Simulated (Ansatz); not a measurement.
Two isomers of C3H6OSSi: A = `C=C[SiH2]C(=O)S`, B = `C=C([SiH3])OC=S`.

Isolated molecules relaxed with PBE0-D4/def2-TZVP in Ansatz; ΔE leaves out vibrations. CCSD(T)/CBS adds triple-zeta CCSD(T) − MP2 to the extrapolated MP2 energy (def2 sets, frozen cores). Functionals use def2-TZVPP. B3LYP here is the variant with VWN-RPA as its local correlation; programs differ in this. One conformer a species, not always the lowest.

Task: Which isomer does CCSD(T)/CBS put lower? Give the gap. (Estimate.)

Result: Ansatz gave: A, by 85.9 kJ/mol.

Task: Give E(B) − E(A) in kJ/mol with CCSD/def2-TZVPP, ωB97M-V, B2PLYP, B3LYP-D4, CCSD(T)/def2-TZVPP, PBE0-D4, HF/def2-TZVPP. (Best estimate.)

Result: Computed: CCSD/def2-TZVPP 85.3, ωB97M-V 85.6, B2PLYP 85.3, B3LYP-D4 86.7, CCSD(T)/def2-TZVPP 83.7, PBE0-D4 86.7, HF/def2-TZVPP 87.7. None reverses the order clearly.

Largest T1 diagnostic: 0.016.

In def2-TZVPP, CCSD(T) changes the Hartree–Fock value by −4.0 kJ/mol (the triples alone add −1.6 kJ/mol) and MP2 by −4.2 kJ/mol.
